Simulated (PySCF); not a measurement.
**Working out the ionisation energy of O⁺**

O⁺ [He] 2s2 2p3 (4S) → O²⁺ [He] 2s2 2p2 (3P). Calculation: PySCF 2.14, in x2c-QZVPPall with one added diffuse shell each of s, p, d, f type (8s5p4d3f1g, 73 functions); scalar relativity by spin-free X2C-1e. Frozen: nothing. Energies in hartree (1 hartree = 27.21139 eV):

```json
{"part": "UHF", "O⁺ (lower)": "-74.429557", "O²⁺ (upper)": "-73.159151"}
{"part": "CCSD correlation", "O⁺ (lower)": "-0.143913", "O²⁺ (upper)": "-0.124776"}
{"part": "(T)", "O⁺ (lower)": "-0.002056", "O²⁺ (upper)": "-0.001691"}
```

Q: What does Hartree-Fock give?

A: (-73.159151) − (-74.429557) = 1.270406 hartree = 34.570 eV.

Q: What do CCSD and CCSD(T) give?

A: The CCSD correlation energies differ by 0.019137 hartree = 0.521 eV and the triples by 0.000365 hartree = 0.010 eV, so CCSD gives 35.091 eV and CCSD(T) 35.101 eV.

A first-order spin-orbit estimate adds -0.028 eV to CCSD(T) (valence and next inner shell), giving 35.073 eV against 35.121 eV (measured; NIST Atomic Spectra Database, ionization energies).

What remains against the reference includes basis incompleteness and higher excitations.
